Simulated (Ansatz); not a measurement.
# Abstraction of H: C2H4Sn + SiH(NH2)(SiH3) → C2H3Sn + SiH2(NH2)(SiH3)

Species: C2H4Sn `C#[C][SnH3]`, singlet; SiH(NH2)(SiH3), doublet; C2H3Sn `C#[C][SnH2]`, doublet; SiH2(NH2)(SiH3), singlet. A radical takes H: the energy is the difference in strength between the Sn–H bond broken and the Si–H bond made.

Shapes, held fixed at every level: PBE0-D4/def2-TZVP. Flexible molecules stand in one conformer, not always the lowest. Programs: Ansatz 0.2.0. Electronic energies: no zero-point or thermal term.

(1) Estimate ΔE of this reaction.

Results:

(1) The highest level, CCSD(T)/def2-TZVPP, gives ΔE = -46.9 kJ/mol; the levels span -55.1 to -38.9. The column of differences is taken from that level and isn't an error. No measured value is set beside it here. Open shells run unrestricted unless RO is named. For atoms past krypton def2 sets carry core potentials with scalar relativity. Correlated rows may include outer-core shells of Sn, which these sets cover unevenly.

| level | kind | ΔE (kJ/mol) | less CCSD(T)/def2-TZVPP |
| --- | --- | --- | --- |
| HF/def2-TZVPP | Hartree–Fock | -55.1 | -8.2 |
| SPW92/def2-TZVPP | LDA | -38.9 | +8.0 |
| B3LYP-D4/def2-TZVPP | global hybrid | -48.7 | -1.8 |
| wB97X-V/def2-TZVPP | range-separated hybrid | -46.2 | +0.7 |
| MP2/def2-TZVPP | perturbation theory | -44.6 | +2.3 |
| CCSD/def2-SVP | coupled cluster or CI | -50.9 | -4.0 |
| CCSD(T)/def2-TZVPP | coupled cluster or CI | -46.9 | 0.0 |
